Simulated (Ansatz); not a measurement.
Stepwise reaction of `[OH][Al]([OH])[OH]` with hydrogen chloride, as a gas-phase model of exchange steps in deposition or etching. ΔE in kJ/mol; ΔG adds harmonic PBE0-D4 terms to CCSD(T)/CBS, at 1 bar.

Gas-phase electronic energies from Ansatz, PBE0-D4/def2-TZVP geometries. CCSD(T)/CBS is the MP2 limit (def2-TZVPP, def2-QZVPP) plus CCSD(T) − MP2 in def2-TZVPP, frozen cores. This one scheme is used for every species. DFT in def2-TZVPP. B3LYP here is the variant with VWN-RPA as its local correlation; programs differ in this. One conformer a species, not always the lowest.

```csv
step,reaction,PBE-D4,B3LYP-D4,ωB97M-V,CCSD(T)/CBS,ΔG(500 K)
2,`[OH][Al]([OH])[Cl]` + HCl → `[OH][Al]([Cl])[Cl]` + H₂O,-25.2,-21.2,-23.6,-26.1,-24.8
3,`[OH][Al]([Cl])[Cl]` + HCl → `[Cl][Al]([Cl])[Cl]` + H₂O,-22.3,-17.7,-19.9,-22.8,-11.6
```

Question: Give the row of step 1, `[OH][Al]([OH])[OH]` + HCl → `[OH][Al]([OH])[Cl]` + H₂O. (An estimate is asked.)

Answer: Ansatz gave: 
```
step                                                 reaction  PBE-D4  B3LYP-D4  ωB97M-V  CCSD(T)/CBS  ΔG(500 K)
   1  `[OH][Al]([OH])[OH]` + HCl → `[OH][Al]([OH])[Cl]` + H₂O   -28.9     -23.9    -26.3        -27.5      -25.6
```

Question: By hand: ΔE of the 3 steps together at CCSD(T)/CBS.

Answer: (-27.5) + (-26.1) + (-22.8) = -76.4 kJ/mol, or -25.5 kJ/mol a step.

In ΔE the steps differ by no more than 4.7 kJ/mol. All are downhill at CCSD(T)/CBS. ΔG lies between -25.6 and -11.6 kJ/mol a step. PBE-D4 differs from CCSD(T)/CBS by -1.4 to 0.9 kJ/mol a step. Isolated molecules leave out the surface, adducts and barriers. Largest T1 diagnostic: 0.012.
